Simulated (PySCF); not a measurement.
# Ag⁺ (silver, charge +1) across methods

[Kr] 4d10, closed-shell 1S. Computed with PySCF 2.14 in x2c-QZVPPall with one added diffuse shell each of s, p, d, f, g type (14s9p8d5f3g, 143 functions), with the spin-free X2C one-electron Hamiltonian (Gaussian nucleus).

```json
{"method": "PBE0", "E (hartree)": "-5314.84", "mean ε 4s (eV)": "-108.69", "mean ε 4p (eV)": "-71.044", "mean ε 4d (eV)": "-17.455", "Σ⟨r²⟩ (bohr²)": "34.88", "⟨S²⟩": "0.000"}
{"method": "r2SCAN", "E (hartree)": "-5315.18", "mean ε 4s (eV)": "-105.66", "mean ε 4p (eV)": "-68.467", "mean ε 4d (eV)": "-15.787", "Σ⟨r²⟩ (bohr²)": "34.87", "⟨S²⟩": "0.000"}
{"method": "UHF", "E (hartree)": "-5312.64412", "mean ε 4s (eV)": "-124.27", "mean ε 4p (eV)": "-82.785", "mean ε 4d (eV)": "-22.036", "Σ⟨r²⟩ (bohr²)": "34.40", "⟨S²⟩": "0.000"}
{"method": "LDA", "E (hartree)": "-5309.67", "mean ε 4s (eV)": "-103.24", "mean ε 4p (eV)": "-66.956", "mean ε 4d (eV)": "-15.919", "Σ⟨r²⟩ (bohr²)": "35.29", "⟨S²⟩": "0.000"}
{"method": "PBE", "E (hartree)": "-5314.77", "mean ε 4s (eV)": "-103.15", "mean ε 4p (eV)": "-66.795", "mean ε 4d (eV)": "-15.635", "Σ⟨r²⟩ (bohr²)": "35.23", "⟨S²⟩": "0.000"}
```
